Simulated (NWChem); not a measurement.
## Atomisation of HCu

```
Cu
H 1 1.4712
```
Charge 0, spin multiplicity 1.

All runs are NWChem calculations. Structure: optimised with B3LYP/def2-SVP, a minimum by its harmonic frequencies.

Basis set: def2-TZVP. The atomisation energy is electronic alone: no zero-point, thermal, spin-orbit or counterpoise terms. No value is extrapolated to the basis-set limit. Free atoms are single determinants with multiplicities Cu 2, H 2. Correlated methods freeze the same cores in atoms and molecule, 9 orbitals in all.

```csv
method,atomisation energy (kcal/mol)
HF,37.1
BHandHLYP,56.0
MP2,115.7
PBE,63.2
M06-2X,53.4
PBE0,102.2
```

The values span 78.7 kcal/mol, from HF (lowest) to MP2 (highest). 

The correlated methods keep 9 core orbitals frozen. The structure started from a generated list of species. The stability of the SCF solutions was not checked. Open-shell Hartree-Fock references start from PBE0 orbitals.
